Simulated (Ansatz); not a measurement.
## Molecular dynamics, step by step

Si$_{2}$H$_{3}$F$_{3}$, closed shell, PBE0-D4/def2-SVP (Ansatz 0.2.0). Settings (timestep in fs, temperature in K; T counts 18 degrees of freedom):

```yaml
hamiltonian: {xc: pbe0, dispersion: d4}
md: {n_steps: 30, timestep: 0.5, temperature: 1000, ensemble: nve, seed: 305, initial_velocities: maxwell_boltzmann}
```

Start, the saddle point found with PBE0-D4 in triple zeta (not stationary at another level):

```xyz
8
angstrom
Si -0.5943 -0.4850 0.8800
Si 0.2600 0.7132 -1.1351
F 1.1106 -0.2871 0.1359
F 0.7870 -0.0201 -2.4476
F 1.1453 2.0359 -1.0674
H -1.2005 0.6966 1.5321
H -1.5580 -1.3498 0.1643
H 0.0499 -1.3036 1.9378
```

```json
{"step": "0", "time (fs)": "0.00", "potential energy less the start (meV)": "0.0", "kinetic energy (meV)": "775.6", "T (K)": "1000"}
{"step": "2", "time (fs)": "1.00", "potential energy less the start (meV)": "32.9", "kinetic energy (meV)": "742.7", "T (K)": "958"}
{"step": "4", "time (fs)": "2.00", "potential energy less the start (meV)": "94.5", "kinetic energy (meV)": "681.3", "T (K)": "879"}
{"step": "6", "time (fs)": "3.00", "potential energy less the start (meV)": "168.2", "kinetic energy (meV)": "607.9", "T (K)": "784"}
{"step": "8", "time (fs)": "4.00", "potential energy less the start (meV)": "235.4", "kinetic energy (meV)": "540.9", "T (K)": "697"}
{"step": "10", "time (fs)": "5.00", "potential energy less the start (meV)": "286.3", "kinetic energy (meV)": "490.0", "T (K)": "632"}
{"step": "12", "time (fs)": "6.00", "potential energy less the start (meV)": "321.2", "kinetic energy (meV)": "455.0", "T (K)": "587"}
{"step": "14", "time (fs)": "7.00", "potential energy less the start (meV)": "344.7", "kinetic energy (meV)": "431.4", "T (K)": "556"}
{"step": "16", "time (fs)": "8.00", "potential energy less the start (meV)": "360.6", "kinetic energy (meV)": "415.6", "T (K)": "536"}
{"step": "18", "time (fs)": "9.00", "potential energy less the start (meV)": "370.0", "kinetic energy (meV)": "406.1", "T (K)": "524"}
{"step": "20", "time (fs)": "10.00", "potential energy less the start (meV)": "372.3", "kinetic energy (meV)": "403.9", "T (K)": "521"}
{"step": "22", "time (fs)": "11.00", "potential energy less the start (meV)": "363.9", "kinetic energy (meV)": "412.4", "T (K)": "532"}
{"step": "24", "time (fs)": "12.00", "potential energy less the start (meV)": "339.6", "kinetic energy (meV)": "436.7", "T (K)": "563"}
{"step": "26", "time (fs)": "13.00", "potential energy less the start (meV)": "297.0", "kinetic energy (meV)": "479.3", "T (K)": "618"}
{"step": "28", "time (fs)": "14.00", "potential energy less the start (meV)": "241.9", "kinetic energy (meV)": "534.2", "T (K)": "689"}
{"step": "30", "time (fs)": "15.00", "potential energy less the start (meV)": "188.8", "kinetic energy (meV)": "587.0", "T (K)": "757"}
```

Step 4, positions (Å) and forces (eV/Å):

```tsv
atom	x	y	z	Fx	Fy	Fz
Si1	-0.603	-0.479	0.882	0.682	-1.285	-0.528
Si2	0.269	0.714	-1.142	-1.490	-0.032	1.266
F3	1.116	-0.280	0.121	0.334	-0.087	0.097
F4	0.774	-0.029	-2.434	0.615	-0.774	-1.480
F5	1.144	2.033	-1.052	0.762	1.057	-0.025
H6	-1.190	0.675	1.512	-0.561	0.664	0.422
H7	-1.453	-1.421	0.068	0.004	0.275	0.378
H8	0.119	-1.292	1.936	-0.347	0.181	-0.130
```

Step 6, positions (Å) and forces (eV/Å):

```csv
atom,x,y,z,Fx,Fy,Fz
Si1,-0.607,-0.477,0.882,0.964,-1.690,-0.776
Si2,0.272,0.714,-1.145,-1.672,0.041,1.615
F3,1.119,-0.276,0.114,0.329,-0.069,0.097
F4,0.768,-0.035,-2.428,0.729,-0.904,-1.762
F5,1.144,2.032,-1.044,0.827,1.127,-0.063
H6,-1.192,0.672,1.507,-0.701,0.753,0.493
H7,-1.401,-1.454,0.024,0.029,0.465,0.600
H8,0.150,-1.284,1.933,-0.506,0.276,-0.205
```

Step 10, positions (Å) and forces (eV/Å):

```tsv
atom	x	y	z	Fx	Fy	Fz
Si1	-0.615	-0.474	0.883	1.179	-1.648	-0.965
Si2	0.277	0.714	-1.149	-1.863	0.188	2.128
F3	1.125	-0.269	0.099	0.341	-0.040	0.094
F4	0.757	-0.047	-2.420	0.870	-1.065	-2.140
F5	1.145	2.033	-1.029	0.873	1.162	-0.140
H6	-1.215	0.687	1.511	-0.652	0.362	0.319
H7	-1.297	-1.505	-0.044	-0.066	0.700	0.897
H8	0.196	-1.260	1.922	-0.681	0.341	-0.193
```

Last step (30):

Si1  (-0.632, -0.467, 0.870)
Si2  (0.272, 0.720, -1.128)
F3  (1.167, -0.235, 0.031)
F4  (0.724, -0.132, -2.435)
F5  (1.173, 2.063, -0.960)
H6  (-1.515, 0.559, 1.489)
H7  (-1.026, -1.545, -0.020)
H8  (0.165, -1.058, 1.969)
(Å)

The run took about 29 s on 4 CPU threads of an Arm Neoverse V2 (shared host).
